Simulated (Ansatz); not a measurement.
Calculated with Ansatz (gas phase, PBE0-D4/def2-TZVP geometries, no zero-point term in ΔE). CCSD(T)/CBS adds triple-zeta CCSD(T) − MP2 to the extrapolated MP2 energy (def2 sets, frozen cores). This one scheme is used for every species. Functionals use def2-TZVPP. B3LYP here is the variant with VWN-RPA as its local correlation; programs differ in this. One conformer a species, not always the lowest.

Consider the ligand exchange at the Si–O bond: `CO[SiH](C)Cl` + `S[SiH2]Cl` → `C[SiH](Cl)S[SiH2]Cl` + CH₃OH.

`CO[SiH](C)Cl`:

```xyz
12

C     0.684    1.771   -0.138
O     0.672    0.751    0.836
Si    0.388   -0.828    0.548
C    -1.291   -1.146   -0.169
Cl    1.784   -1.544   -0.798
H     1.442    1.577   -0.903
H    -0.292    1.872   -0.625
H     0.922    2.711    0.360
H     0.610   -1.515    1.836
H    -1.406   -0.658   -1.139
H    -2.069   -0.774    0.504
H    -1.443   -2.218   -0.312
```

`S[SiH2]Cl`:

```xyz
6

S     1.662    0.325   -0.196
Si   -0.314   -0.387    0.093
Cl   -1.602    0.202   -1.395
H     1.347    1.606    0.066
H    -0.882    0.114    1.363
H    -0.211   -1.861    0.069
```

`C[SiH](Cl)S[SiH2]Cl`:

```xyz
12

C     0.313    1.772   -1.632
Si   -0.352    0.631   -0.334
Cl   -0.410    1.594    1.485
S     0.957   -1.057   -0.254
Si    0.238   -2.064    1.473
Cl   -1.772   -2.464    1.355
H     1.322    2.100   -1.376
H    -0.329    2.651   -1.721
H     0.345    1.263   -2.599
H    -1.735    0.189   -0.610
H     0.451   -1.268    2.698
H     0.973   -3.346    1.515
```

CH₃OH:

```xyz
6

C     0.079   -0.347    0.000
O    -0.468    0.858   -0.482
H    -0.164   -1.122   -0.728
H    -0.348   -0.643    0.967
H     1.170   -0.302    0.098
H    -0.269    1.556    0.145
```

```
             level  ΔE (kJ/mol)  difference from CCSD(T)/CBS
            PBE-D4         25.4                        -10.6
         r2SCAN-D4         36.9                          0.9
           PBE0-D4         27.3                         -8.7
          B3LYP-D4         38.4                          2.4
           ωB97X-V         39.6                          3.6
           ωB97M-V         38.8                          2.8
            B2PLYP         45.7                          9.7
               PBE         32.1                         -3.9
            r2SCAN         38.6                          2.6
              PBE0         33.6                         -2.4
             B3LYP         49.7                         13.7
     HF/def2-TZVPP         60.0                         24.0
    MP2/def2-TZVPP         34.9                         -1.1
SCS-MP2/def2-TZVPP         41.6                          5.6
   CCSD/def2-TZVPP         44.9                          8.9
CCSD(T)/def2-TZVPP         40.9                          4.9
     HF/def2-QZVPP         61.4                         25.4
    MP2/def2-QZVPP         32.6                         -3.4
SCS-MP2/def2-QZVPP         39.4                          3.4
      HF/CBS(def2)         61.6                         25.6
     MP2/CBS(def2)         30.0                         -6.0
    CCSD/CBS(def2)         40.1                          4.1
       CCSD(T)/CBS         36.0                            0
```

Largest T1 diagnostic among the species: 0.010.

In def2-TZVPP, CCSD(T) changes the Hartree–Fock value by −19.1 kJ/mol (the triples alone add −4.0 kJ/mol) and MP2 by −25.1 kJ/mol. The D4 term adds −11.3 kJ/mol with B3LYP and −6.3 kJ/mol with PBE0; it sums over pairs of atoms, weighted by their polarisabilities, and B3LYP, whose exchange is more repulsive, gets the larger term.
